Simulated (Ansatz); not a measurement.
`CNC1=CB1` → B• + 3 C• + 6 H• + N•  (atomization)

Program: Ansatz. Geometries: PBE0-D4/def2-TZVP. ΔE: electronic, gas phase. CCSD(T)/CBS adds triple-zeta CCSD(T) − MP2 to the extrapolated MP2 energy (def2 sets, frozen cores). This one scheme is used for every species, atoms too. DFT in def2-TZVPP. HSE06 is defined as in plane-wave codes. No spin–orbit coupling; open shells (•) take unrestricted orbitals. Spin–orbit coupling would lower the free atoms: a little for B, C. Each species was taken in one conformer, which may not be the lowest.

Q: What is ΔE at CCSD(T)/CBS? (Estimate.)

A: The calculation gave: +4443.9 kJ/mol.

Q: What do these levels give: revPBE-D4, HSE06-D4, PBE-QIDH, HF/def2-SVP, CCSD(T)/def2-TZVPP, HF/CBS(def2)? (Estimate.)

A: The calculation gave: revPBE-D4 4505.2, HSE06-D4 4541.9, PBE-QIDH 4475.9, HF/def2-SVP 3326.2, CCSD(T)/def2-TZVPP 4330.9, HF/CBS(def2) 3260.5 kJ/mol.

Largest T1 diagnostic among the species: 0.014.

In def2-TZVPP, CCSD(T) changes the Hartree–Fock value by +1076.5 kJ/mol (the triples alone add +72.3 kJ/mol) and MP2 by +1173.2 kJ/mol; breaking electron pairs costs correlation energy, which Hartree–Fock lacks. At CCSD(T), def2-SVP lies −179.9 kJ/mol from the extrapolated value and def2-TZVPP −113.0 kJ/mol: correlation converges slowly with the basis, and small sets miss more of it in the bonded molecule than in its fragments. Leaving LDA and LC-ωPBE aside and taking each functional with its dispersion term where it has one, the values, not all of them listed here, spread over 269.3 kJ/mol, from BHLYP-D4 to PBE-D4. LDA lies +565.1 kJ/mol from PBE without D4, its usual overbinding.

For atomizations the MP2-based limit and the directly extrapolated one differ by several kJ/mol either way, and by 10 to 25 for some Ge, Se and Sn compounds, so smaller differences from it don't rank the levels.
